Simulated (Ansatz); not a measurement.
Reaction (substitution at a C–Si bond): `C[Si]C` + `[OH][Sn][SH]` → `C[S][Sn][OH]` + `C[SiH]`

Isolated molecules relaxed with PBE0-D4/def2-TZVP in Ansatz; ΔE leaves out vibrations. CCSD(T)/CBS adds triple-zeta CCSD(T) − MP2 to the extrapolated MP2 energy (def2 sets, frozen cores). This one scheme is used for every species. Functionals use def2-TZVPP. Elements past krypton have def2 core potentials. For Sn outer-core shells are correlated without core-valence functions, which leaves a few kJ/mol of doubt a bond. One conformer a species, not always the lowest.

(1) Is it downhill or uphill in electronic energy at CCSD(T)/CBS, and by how much? (An estimate is asked.)

(2) What do these levels give: PBE-D4, BHLYP, LC-ωPBE, CCSD(T)/def2-SVP, MP2/def2-TZVPP, MP2/def2-QZVPP? (Estimate.)

Largest T1 diagnostic among the species: 0.017.

Answers

(1) The calculation gave: Uphill: ΔE = +14.5 kcal/mol.

(2) Ansatz gave: PBE-D4 14.2, BHLYP 14.8, LC-ωPBE 15.5, CCSD(T)/def2-SVP 13.0, MP2/def2-TZVPP 14.8, MP2/def2-QZVPP 15.0 kcal/mol.

Leaving LDA and LC-ωPBE aside and taking each functional with its dispersion term where it has one, the values, not all of them listed here, spread over 1.7 kcal/mol, from BLYP-D4 to r2SCAN0-D4. At CCSD(T), def2-SVP lies −1.5 kcal/mol from the extrapolated value and def2-TZVPP −0.1 kcal/mol.
